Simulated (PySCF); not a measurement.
Atoms are numbered as in `[CH3:1]/[C:2](=[CH:3]/[N:4]([SiH3:5])[SiH3:6])[CH2:7][O:8][SiH3:9]` (H(Xn): hydrogen on atom n).

Equivalent nuclei averaged, no solvent, no relativistic terms, a single conformation. GFN2-xTB structure; PBE0/pcSseg-1 with gauge-including orbitals; PySCF 2.14.

Predict the 2D correlation tables (HSQC, COSY, HMBC).

## Answers



HSQC (one-bond C–H):
| δH | δC |
| --- | --- |
| 6.08 (H(C3)) | 142.3 (C3) |
| 4.28 (H(C7)) | 65.1 (C7) |
| 1.90 (H(C1)) | 21.7 (C1) |

HMBC (two and three bonds, from the bond graph):
| δH | δC |
| --- | --- |
| 6.08 (H(C3)) | 129.7 (C2), 65.1 (C7), 21.7 (C1) |
| 4.94 (H(Si9)) | 65.1 (C7) |
| 4.82 (H(Si5)/H(Si6)) | 142.3 (C3) |
| 4.28 (H(C7)) | 142.3 (C3), 129.7 (C2), 21.7 (C1) |
| 1.90 (H(C1)) | 142.3 (C3), 129.7 (C2), 65.1 (C7) |

No COSY cross peaks are expected.

Referencing at the same level of theory: 1H (σ = 31.72 ppm), 13C (σ = 186.93 ppm) against TMS.

Short H···H contacts in this conformer between protons four or more bonds apart (candidates for NOE cross peaks, intensity ∝ r⁻⁶): H(C1)···H(C3) 2.30 Å, H(Si5)···H(C7) 2.50 Å, H(C1)···H(C7) 2.55 Å, H(C3)···H(Si6) 2.58 Å.

Shifts are as computed. Against solution values, carbons near 30 ppm lie about +3 ppm off and those near 130 ppm about +5 ppm. Of 1211 compounds with measured shifts, 218 miss one by over three times the rms of a fit or turn the order of signals round; such compounds aren't used in these exercises.
